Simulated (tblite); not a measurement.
Species: C₄H₄Cl₃ (doublet state).
Numbering: `[CH2:1]/[CH:2]=[CH:3]\[C:4]([Cl:5])([Cl:6])[Cl:7]` (hydrogens: H8, H9 on C1; H10 on C2; H11 on C3)

A start from a force field or distance geometry was refined with GFN2-xTB geometry optimisation, gas phase (tblite 0.8.0). Values at the start:

```
  coordinate    start
       C1–C2  1.433 Å
       C1–H8  1.088 Å
       C1–H9  1.080 Å
       C2=C3  1.350 Å
      C2–H10  1.096 Å
       C3–C4  1.505 Å
      C3–H11  1.087 Å
      C4–Cl5  1.792 Å
      C4–Cl6  1.783 Å
    C1–C2–C3   126.9°
    C2–C3–C4   130.8°
   C3–C4–Cl5   109.0°
  Cl5–C4–Cl6   108.4°
 C1–C2–C3–C4       3°
C2–C3–C4–Cl5     179°
```

Q: How do these coordinates change at the GFN2-xTB level?

A: 
```json
{"coordinate": "C1–C2", "GFN2-xTB (Å or °)": "1.365", "change": "-0.068"}
{"coordinate": "C3–C4", "GFN2-xTB (Å or °)": "1.466", "change": "-0.039"}
{"coordinate": "C2=C3", "GFN2-xTB (Å or °)": "1.388", "change": "+0.038"}
{"coordinate": "C4–Cl6", "GFN2-xTB (Å or °)": "1.805", "change": "+0.022"}
{"coordinate": "C4–Cl5", "GFN2-xTB (Å or °)": "1.772", "change": "-0.020"}
{"coordinate": "C2–H10", "GFN2-xTB (Å or °)": "1.082", "change": "-0.014"}
{"coordinate": "C1–H8", "GFN2-xTB (Å or °)": "1.075", "change": "-0.013"}
{"coordinate": "C3–H11", "GFN2-xTB (Å or °)": "1.078", "change": "-0.009"}
{"coordinate": "C1–H9", "GFN2-xTB (Å or °)": "1.074", "change": "-0.006"}
{"coordinate": "C2–C3–C4", "GFN2-xTB (Å or °)": "125.2", "change": "-5.6"}
{"coordinate": "C3–C4–Cl5", "GFN2-xTB (Å or °)": "111.3", "change": "+2.3"}
{"coordinate": "Cl5–C4–Cl6", "GFN2-xTB (Å or °)": "107.5", "change": "-0.9"}
{"coordinate": "C1–C2–C3", "GFN2-xTB (Å or °)": "127.0", "change": "+0.1"}
{"coordinate": "C1–C2–C3–C4", "GFN2-xTB (Å or °)": "0", "change": "-3"}
{"coordinate": "C2–C3–C4–Cl5", "GFN2-xTB (Å or °)": "180", "change": "+1"}
```

The energy falls by 0.189 eV over 23 L-BFGS steps, the largest force on an atom goes from 3.27 to 0.008 eV/Å, and the atoms move by 0.096 Å rms after alignment. The bond that changes most is C1–C2 (ends: carbon bonded to C and 2 H; carbon bonded to 2 C and H), which shortens by 0.068 Å. Bonds longer at the end by more than 0.005 Å: 3 of 10; shorter: 7. Rotational constants go from 1833, 1131, 1071 to 1885, 1172, 1105 MHz.

On Arm Neoverse V2, one thread, no GPU, on a shared host, this took 0.14 s wall.

Its GFN2-xTB frequencies are all real (lowest 72 cm⁻¹).

Conformer computed: `[CH2:1]/[CH:2]=[CH:3]\[C:4]([Cl:5])([Cl:6])[Cl:7]`: C2–C3–C4–Cl5 180°.

One conformer stands for the species.
